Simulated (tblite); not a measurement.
BH7OPSi (charge +1).
Bonds: B1–P2, P2–Si3, Si3–O4. Hydrogens: H5, H6 on B1; H7, H8 on P2; H9, H10 on Si3; H11 on O4.

Computed with GFN2-xTB (tblite), gas phase: Langevin dynamics at 200 K from the optimised GFN2-xTB geometry, time step 0.5 fs, friction 0.01 fs⁻¹, 2000 steps. Over the second half of the run the saved frames average 203 K.

The optimised geometry, where the run starts:
```
atom  x, y, z in Å
B1      2.047   -0.360    0.263
P2      0.632    0.778   -0.124
Si3    -1.536    0.033    0.272
O4     -1.474   -1.144   -0.809
H5      2.431   -1.093   -0.557
H6      2.481   -0.377    1.344
H7      0.700    1.204   -1.432
H8      0.785    1.974    0.539
H9     -2.378    1.164   -0.091
H10    -1.544   -0.409    1.660
H11    -2.140   -1.768   -1.091
```

t = 225 fs, T = 204 K, E(pot) 0.126 eV above the start
```
atom  x, y, z in Å  |  force x, y, z in eV/Å
B1      1.575   -1.226    0.328   -0.080   0.443  -0.549
P2      0.587    0.342   -0.006    0.446  -0.398   0.584
Si3    -1.689    0.051   -0.006   -0.186   1.035   0.872
O4     -1.719   -1.363   -0.703   -0.526  -0.969  -0.521
H5      2.340   -1.657   -0.438   -0.023   0.064   0.004
H6      1.303   -1.788    1.290   -0.057  -0.230   0.419
H7      1.206    1.201   -0.873    0.024   0.101  -0.176
H8      0.692    1.060    1.173    0.108   0.025  -0.170
H9     -2.171    1.250   -0.705   -0.029  -0.317   0.066
H10    -1.921   -0.030    1.465   -0.055   0.052  -0.531
H11    -2.485   -1.926   -0.880    0.379   0.194   0.004
```

t = 425 fs, T = 180 K, E(pot) 0.246 eV above the start
```
atom  x, y, z in Å  |  force x, y, z in eV/Å
B1      1.449   -1.554    0.077   -0.553   0.971   0.619
P2      0.678    0.136    0.439   -0.458  -1.286  -0.386
Si3    -1.574    0.092   -0.379    0.325  -1.135   0.441
O4     -1.611   -1.466   -0.784    1.351   1.448   0.499
H5      2.110   -1.847   -0.781    0.680   0.068  -1.056
H6      1.154   -2.392    0.793   -0.291  -0.453   0.572
H7      1.367    1.205   -0.054    0.275   0.240   0.159
H8      0.706    0.213    1.817    0.072   0.389  -0.134
H9     -1.564    0.891   -1.555   -0.012   0.533  -0.445
H10    -2.296    0.303    0.855   -0.189   0.242   0.111
H11    -2.235   -2.112   -0.997   -1.200  -1.018  -0.380
```

t = 450 fs, T = 228 K, E(pot) 0.174 eV above the start
```
atom  x, y, z in Å  |  force x, y, z in eV/Å
B1      1.494   -1.548    0.124    0.085   0.291   0.011
P2      0.697    0.079    0.449   -0.814  -0.030  -0.145
Si3    -1.575    0.061   -0.401    0.483  -0.282   0.045
O4     -1.521   -1.517   -0.750    0.443   1.133   0.391
H5      2.118   -1.557   -0.832    0.369  -0.224  -0.629
H6      1.363   -2.494    0.746   -0.154  -0.423   0.481
H7      1.429    0.990   -0.265    0.032   0.290   0.103
H8      0.852    0.510    1.748   -0.051   0.039  -0.044
H9     -1.507    1.009   -1.507    0.072  -0.182  -0.122
H10    -2.444    0.552    0.658    0.059  -0.241   0.116
H11    -2.196   -2.137   -0.968   -0.525  -0.369  -0.206
```

t = 475 fs, T = 209 K, E(pot) 0.189 eV above the start
```
atom  x, y, z in Å  |  force x, y, z in eV/Å
B1      1.693   -1.508    0.109   -0.647   1.172  -0.212
P2      0.657    0.045    0.418    0.255  -0.212   0.252
Si3    -1.469    0.037   -0.413   -0.618  -0.507  -0.498
O4     -1.515   -1.535   -0.730   -0.863  -1.209  -0.109
H5      2.113   -1.696   -0.954    0.143  -0.003  -0.041
H6      1.654   -2.253    0.959    0.189  -0.795   0.579
H7      1.220    1.170   -0.100    0.247   0.253  -0.122
H8      0.513    0.449    1.749    0.261  -0.263  -0.342
H9     -1.500    0.751   -1.699    0.056   0.074   0.381
H10    -2.273    0.408    0.749    0.009   0.130  -0.128
H11    -2.187   -2.252   -0.897    0.967   1.360   0.241
```

t = 650 fs, T = 188 K, E(pot) 0.143 eV above the start
```
atom  x, y, z in Å  |  force x, y, z in eV/Å
B1      2.154   -0.995    0.361   -0.071   0.472  -0.210
P2      0.616    0.035    0.590    0.111  -0.405  -0.198
Si3    -1.354   -0.274   -0.581   -0.036  -0.133  -0.144
O4     -0.949   -1.716   -1.178   -0.396  -0.101  -0.512
H5      2.775   -0.996   -0.617   -0.100   0.022  -0.225
H6      2.545   -1.504    1.298    0.294  -0.595   0.569
H7      1.025    1.306    0.377    0.144   0.553  -0.179
H8      0.397    0.126    1.932   -0.142   0.007   0.307
H9     -1.359    0.858   -1.542   -0.093  -0.445   0.298
H10    -2.294   -0.325    0.554    0.043   0.003  -0.397
H11    -1.325   -2.296   -1.870    0.246   0.621   0.691
```

t = 700 fs, T = 239 K, E(pot) 0.238 eV above the start
```
atom  x, y, z in Å  |  force x, y, z in eV/Å
B1      2.090   -0.790    0.277   -0.521   0.318   0.184
P2      0.500    0.152    0.726    0.838   0.173   0.134
Si3    -1.397   -0.424   -0.627    0.892  -0.572   0.184
O4     -0.893   -1.756   -1.357    0.006   0.289   0.301
H5      2.493   -0.549   -0.786    0.113  -0.086  -0.062
H6      2.595   -1.545    0.999   -0.015  -0.033   0.006
H7      0.888    1.468    0.365   -0.368  -0.586   0.256
H8      0.405    0.302    2.123   -0.025  -0.068  -0.535
H9     -1.148    0.711   -1.433   -0.248   0.752  -0.760
H10    -2.398   -0.568    0.371   -0.590  -0.087   0.362
H11    -1.330   -2.427   -1.873   -0.082  -0.098  -0.070
```

t = 775 fs, T = 233 K, E(pot) 0.135 eV above the start
```
atom  x, y, z in Å  |  force x, y, z in eV/Å
B1      1.876   -0.461    0.181    1.010  -0.651   0.349
P2      0.252    0.258    0.560   -0.397  -0.473   0.165
Si3    -1.511   -0.599   -0.618   -0.308  -0.061   0.045
O4     -0.671   -1.775   -1.317    0.013   0.536   0.478
H5      2.727    0.099   -0.388   -0.180  -0.053  -0.129
H6      2.082   -1.513    0.676    0.044   0.171  -0.234
H7      0.292    1.570    0.346   -0.063   1.161  -0.107
H8      0.096    0.228    1.919   -0.124  -0.065   0.139
H9     -1.826    0.513   -1.497   -0.078   0.047  -0.146
H10    -2.567   -0.992    0.322    0.239  -0.001  -0.096
H11    -1.053   -2.492   -1.794   -0.157  -0.610  -0.463
```

t = 925 fs
```
atom  x, y, z in Å
B1      1.672   -0.056   -0.040
P2     -0.142    0.458    0.339
Si3    -1.656   -0.932   -0.951
O4     -0.735   -2.196   -1.342
H5      1.831   -0.157   -1.209
H6      2.447   -0.463    0.720
H7     -0.190    1.904    0.059
H8     -0.388    0.515    1.688
H9     -1.944    0.017   -2.002
H10    -2.661   -1.253    0.179
H11    -0.660   -2.663   -2.172
```

Question: Estimate the potential energy and the forces of this last frame.

Answer: 0.388 eV above the start.

```csv
atom,Fx (eV/Å),Fy (eV/Å),Fz (eV/Å)
B1,-0.868,-0.084,-0.463
P2,0.666,0.848,-0.626
Si3,-0.259,-0.371,1.309
O4,-0.381,0.673,0.192
H5,0.216,0.188,0.391
H6,-0.062,0.107,0.110
H7,-0.025,-1.451,0.166
H8,0.005,0.007,0.196
H9,-0.118,-0.001,-0.215
H10,0.830,0.168,-1.056
H11,-0.003,-0.083,-0.003
```

The bond farthest from its length at the start is P2–Si3 (2.427 against 2.326 Å), and half the difference of its two atoms' forces along it is +0.12 eV/Å (positive lengthens). The largest atomic force is 1.46 eV/Å.

The cost below is that of the whole dynamics run. Rough CPU time on one thread of a shared machine: about 25 s.
